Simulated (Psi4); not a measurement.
Psi4 input (wB97X-D/6-311+G**):

```
memory 1500 MB

molecule {
0 2
Si    0.84824700   -0.59641000    0.04507900
Cl   -0.79182100    0.65985100   -0.04806900
H     0.77772300   -1.36293300    1.31430700
H     0.80778200   -1.50479700   -1.12823600
symmetry c1
no_reorient
no_com
}

set {
  basis 6-311+G**
  reference uks
  scf_type pk
  dft_radial_points 99
  dft_spherical_points 590
  e_convergence 1e-8
  d_convergence 1e-7
  maxiter 150
}

e = energy('wb97x-d')
print_out(f'\nFINAL {e:.10f} DIPOLE {variable("CURRENT DIPOLE")[0]:.6f} {variable("CURRENT DIPOLE")[1]:.6f} {variable("CURRENT DIPOLE")[2]:.6f}\n')
```

Output:

```
   => Loading Basis Set <=

    Name: 6-311+G**
    Role: ORBITAL
    Keyword: BASIS
    atoms 1   entry SI         line   351 file 6-311pgss.gbs
    atoms 2   entry CL         line   468 file 6-311pgss.gbs
    atoms 3-4 entry H          line    42 file 6-311pgss.gbs

   => WB97X-D: Empirical Dispersion <=

    Chai and Head-Gordon Dispersion Correction
    Chai, J.-D.; Head-Gordon, M. (2010), J. Chem. Phys., 132: 6615-6620

        s6 =       1.000000

         ---------------------------------------------------------
                                   SCF
               by Justin Turney, Rob Parrish, Andy Simmonett
                          and Daniel G. A. Smith
                              UKS Reference
         ---------------------------------------------------------

  ==> Geometry <==

    Molecular point group: c1
    Full point group: C1

    Geometry (in Angstrom), charge = 0, multiplicity = 2:

       Center              X                  Y                   Z               Mass
    ------------   -----------------  -----------------  -----------------  -----------------
         SI           0.848247000000    -0.596410000000     0.045079000000    27.976926534650
         CL          -0.791821000000     0.659851000000    -0.048069000000    34.968852682000
         H            0.777723000000    -1.362933000000     1.314307000000     1.007825032230
         H            0.807782000000    -1.504797000000    -1.128236000000     1.007825032230

  Running in c1 symmetry.

  Rotational constants: A =      4.29452  B =      0.23157  C =      0.22505 [cm^-1]
  Rotational constants: A = 128746.55233  B =   6942.22189  C =   6746.80760 [MHz]
  Nuclear repulsion =   77.302657467465551

  Charge       = 0
  Multiplicity = 2
  Electrons    = 33
  Nalpha       = 17
  Nbeta        = 16

  ==> Algorithm <==

  SCF Algorithm Type is PK.
  DIIS enabled.
  MOM disabled.
  Fractional occupation disabled.
  Guess Type is SAD.
  Energy threshold   = 1.00e-08
  Density threshold  = 1.00e-07
  Integral threshold = 1.00e-12

  ==> Primary Basis <==

  Basis Set: 6-311+G**
    Blend: 6-311+G**
    Number of shells: 36
    Number of basis functions: 72
    Number of Cartesian functions: 74
    Spherical Harmonics?: true
    Max angular momentum: 2

  ==> DFT Potential <==

   => LibXC <=

    Version 7.1.2
    S. Lehtola, C. Steigemann, M. J. T. Oliveira, and M. A. L. Marques,  SoftwareX 7, 1–5 (2018) (10.1016/j.softx.2017.11.002)

   => Composite Functional: WB97X-D <=

    wB97X-D Hyb-GGA Exchange-Correlation Functional

    J.-D. Chai and M. Head-Gordon,  Phys. Chem. Chem. Phys. 10, 6615–6620 (2008) (10.1039/B810189B)

    Deriv               =              1
    GGA                 =           TRUE
    Meta                =          FALSE

    Exchange Hybrid     =           TRUE
    MP2 Hybrid          =          FALSE

   => Exchange-Correlation Functionals <=

    1.0000   wB97X-D range-separated functional

   => Exact (HF) Exchange <=

    0.7780            HF,LR [omega = 0.2000]
    0.2220               HF

   => LibXC Density Thresholds  <==

    XC_HYB_GGA_XC_WB97X_D:  1.00E-14

   => Molecular Quadrature <=

    Radial Scheme          =       TREUTLER
    Pruning Scheme         =           NONE
    Nuclear Scheme         =       TREUTLER

    Blocking Scheme        =         OCTREE
    BS radius alpha        =              1
    Pruning alpha          =              1
    Radial Points          =             99
    Spherical Points       =            590
    Total Points           =         226416
    Total Blocks           =           1743
    Max Points             =            256
    Max Functions          =             70
    Weights Tolerance      =       1.00E-15

  ==> Integral Setup <==

  Using in-core PK algorithm.
   Calculation information:
      Number of atoms:                   4
      Number of AO shells:              36
      Number of primitives:             63
      Number of atomic orbitals:        74
      Number of basis functions:        72

      Integral cutoff                 1.00e-12
      Number of threads:                 1

  Performing in-core PK
  Using 10363518 doubles for integral storage.
  We computed 199313 shell quartets total.
  Whereas there are 222111 unique shell quartets.

  Computing range-separated integrals for PK
  We computed 199313 wK shell quartets total.
  Whereas there are 222111 wK unique shell quartets.

  ==> DiskJK: Disk-Based J/K Matrices <==

    J tasked:                  Yes
    K tasked:                  Yes
    wK tasked:                 Yes
    Omega:               2.000E-01
    Schwarz Cutoff:          1E-12


  Cached 100.0% of DFT collocation blocks in 0.355 [GiB].

  Minimum eigenvalue in the overlap matrix is 5.2901583179E-03.
  Reciprocal condition number of the overlap matrix is 9.2562631453E-04.
    Using symmetric orthogonalization.

  ==> Pre-Iterations <==

  SCF Guess: Superposition of Atomic Densities via on-the-fly atomic UHF (no occupation information).

   -------------------------
    Irrep   Nso     Nmo
   -------------------------
     A         72      72
   -------------------------
    Total      72      72
   -------------------------

  ==> Iterations <==

                        Total Energy        Delta E     RMS |[F,P]|

   @UKS iter SAD:  -750.50669257427342   -7.50507e+02   0.00000e+00
   @UKS iter   1:  -750.86832087381424   -3.61628e-01   4.20421e-03 ADIIS/DIIS
   @UKS iter   2:  -750.88570297566537   -1.73821e-02   2.04892e-03 ADIIS/DIIS
   @UKS iter   3:  -750.89060034245392   -4.89737e-03   2.78955e-04 ADIIS/DIIS
   @UKS iter   4:  -750.89087443408550   -2.74092e-04   1.07065e-04 ADIIS/DIIS
   @UKS iter   5:  -750.89093585175158   -6.14177e-05   2.07188e-05 DIIS
   @UKS iter   6:  -750.89094186266334   -6.01091e-06   8.03927e-06 DIIS
   @UKS iter   7:  -750.89094280510119   -9.42438e-07   2.91534e-06 DIIS
   @UKS iter   8:  -750.89094290882781   -1.03727e-07   7.31973e-07 DIIS
   @UKS iter   9:  -750.89094291481013   -5.98232e-09   1.65129e-07 DIIS
   @UKS iter  10:  -750.89094291516619   -3.56067e-10   3.62669e-08 DIIS
  Energy and wave function converged.

  ==> Post-Iterations <==

   Electrons on quadrature grid:
      Nalpha   =   17.0000000359 ; deviation = 3.587e-08
      Nbeta    =   16.0000000407 ; deviation = 4.069e-08
      Ntotal   =   33.0000000766 ; deviation = 7.656e-08

   @Spin Contamination Metric:   1.520778538E-03
   @S^2 Expected:                7.500000000E-01
   @S^2 Observed:                7.515207785E-01
   @S   Expected:                5.000000000E-01
   @S   Observed:                5.000000000E-01

    Orbital Energies [Eh]
    ---------------------

    Alpha Occupied:

       1A   -101.723139     2A    -66.307621     3A     -9.592151
       4A     -7.339113     5A     -7.333471     6A     -7.332185
       7A     -5.439503     8A     -3.786786     9A     -3.784121
      10A     -3.780806    11A     -0.935903    12A     -0.643528
      13A     -0.484579    14A     -0.480535    15A     -0.439274
      16A     -0.406551    17A     -0.309122

    Alpha Virtual:

      18A      0.037175    19A      0.054686    20A      0.078192
      21A      0.078634    22A      0.105382    23A      0.112149
      24A      0.117744    25A      0.148056    26A      0.148965
      27A      0.149016    28A      0.209064    29A      0.316880
      30A      0.317147    31A      0.330924    32A      0.417444
      33A      0.439761    34A      0.480464    35A      0.501088
      36A      0.525203    37A      0.527582    38A      0.605441
      39A      0.605739    40A      0.711820    41A      0.796981
      42A      0.884705    43A      0.949645    44A      0.958339
      45A      0.989815    46A      0.992610    47A      1.010529
      48A      1.268321    49A      1.272108    50A      1.286270
      51A      1.412759    52A      1.419551    53A      1.518807
      54A      1.575887    55A      1.659415    56A      1.998138
      57A      2.161354    58A      2.353015    59A      2.358674
      60A      2.470777    61A      2.639674    62A      2.673986
      63A      5.544610    64A      9.760382    65A     11.392306
      66A     11.453281    67A     11.502509    68A     25.940784
      69A     25.949389    70A     26.268598    71A    141.048480
      72A    215.828147

    Beta Occupied:

       1A   -101.722412     2A    -66.303953     3A     -9.591354
       4A     -7.338148     5A     -7.331682     6A     -7.331448
       7A     -5.435880     8A     -3.782256     9A     -3.778493
      10A     -3.776673    11A     -0.930925    12A     -0.620422
      13A     -0.476118    14A     -0.472914    15A     -0.425014
      16A     -0.402872

    Beta Virtual:

      17A     -0.061484    18A      0.046935    19A      0.063998
      20A      0.087230    21A      0.107109    22A      0.118670
      23A      0.123012    24A      0.128137    25A      0.151058
      26A      0.155045    27A      0.156541    28A      0.214244
      29A      0.318910    30A      0.319744    31A      0.346334
      32A      0.424811    33A      0.451260    34A      0.487186
      35A      0.506366    36A      0.535442    37A      0.538061
      38A      0.625599    39A      0.627568    40A      0.750134
      41A      0.810498    42A      0.896462    43A      0.954730
      44A      0.962368    45A      0.995751    46A      0.999127
      47A      1.019546    48A      1.279149    49A      1.280261
      50A      1.297741    51A      1.422950    52A      1.427179
      53A      1.529211    54A      1.583521    55A      1.667823
      56A      2.005246    57A      2.168500    58A      2.358850
      59A      2.360405    60A      2.474014    61A      2.647090
      62A      2.680886    63A      5.553808    64A      9.760982
      65A     11.401729    66A     11.456470    67A     11.505201
      68A     25.941194    69A     25.949441    70A     26.268814
      71A    141.052231    72A    215.828766

    Final Occupation by Irrep:
              A
    DOCC [    16 ]
    SOCC [     1 ]
    NA   [    17 ]
    NB   [    16 ]

  @UKS Final Energy:  -750.89094291516619

   => Energetics <=

    Nuclear Repulsion Energy =             77.3026574674655507
    One-Electron Energy =               -1191.6010193752622399
    Two-Electron Energy =                 399.6998425500001417
    DFT Exchange-Correlation Energy =     -36.2918694065723244
    Empirical Dispersion Energy =          -0.0005541507973131
    VV10 Nonlocal Energy =                  0.0000000000000000
    Total Energy =                       -750.8909429151663062

  UHF NO Occupations:
  HONO-2 :   15  A 1.9998913
  HONO-1 :   16  A 1.9994780
  HONO-0 :   17  A 1.0000000
  LUNO+0 :   18  A 0.0005220
  LUNO+1 :   19  A 0.0001087
  LUNO+2 :   20  A 0.0000699
  LUNO+3 :   21  A 0.0000450

Computation Completed

Properties will be evaluated at   0.000000,   0.000000,   0.000000 [a0]

Properties computed using the SCF density matrix

 Multipole Moments:

 ------------------------------------------------------------------------------------
     Multipole            Electronic (a.u.)      Nuclear  (a.u.)        Total (a.u.)
 ------------------------------------------------------------------------------------

 L = 1.  Multiply by 2.5417464519 to convert [e a0] to [Debye]
 Dipole X            :          0.5163951            0.0000113            0.5164064
 Dipole Y            :         -0.4050608           -0.0000057           -0.4050664
 Dipole Z            :          0.0298745            0.0000076            0.0298820
 Magnitude           :                                                    0.6569988

 ------------------------------------------------------------------------------------

FINAL -750.8909429152 DIPOLE 0.516406 -0.405066 0.029882

*** Psi4 exiting successfully. Buy a developer a beer!
```

The geometry given is a B3LYP-D3(BJ)/def2-TZVP minimum.
